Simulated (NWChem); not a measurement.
System: C₄H₇ cation

```xyz
11

C     -1.1613     0.8070     0.0014
C     -0.0011     0.0414    -0.0016
C      1.1696     0.7912     0.0014
C     -0.0079    -1.4565     0.0001
H     -2.1554     0.3436     0.0357
H     -1.1225     1.9021    -0.0226
H      2.1576     0.3145     0.0356
H      1.1459     1.8869    -0.0226
H     -0.9430    -1.8541     0.4154
H      0.0889    -1.8327    -1.0312
H      0.8326    -1.8590     0.5816
```
Atoms are numbered in this order, from 1.

Computed with NWChem. Medium grid unless said otherwise, to which SCAN and Minnesota functionals are sensitive. Structure relaxed at the PBE0/def2-SVP level. Total energies of different functionals are on different scales.

| level | energy (Ha) | highest occupied level (eV) | orbital gap (eV) |
|---|---|---|---|
| B3LYP/def2-SVP | -156.1781 | -14.48 | 4.31 |
| PBE/def2-SVP | -155.9507 | -13.64 | 2.62 |
| B97-D/def2-SVP | -156.0698 | -13.57 | 2.72 |
| BLYP/def2-SVP | -156.0874 | -13.47 | 2.65 |
| LRC-wPBEh/def2-SVP | -156.0051 | -16.53 | 8.24 |
| MN15-L/def2-SVP | -155.9847 | -13.84 | 3.29 |
| revPBE/def2-SVP | -156.1309 | -13.60 | 2.65 |
| M06/def2-SVP | -156.0365 | -14.64 | 4.77 |
| HCTH/407/def2-SVP | -156.1788 | -13.81 | 2.68 |
| SCAN/def2-SVP | -156.0860 | -13.81 | 2.98 |
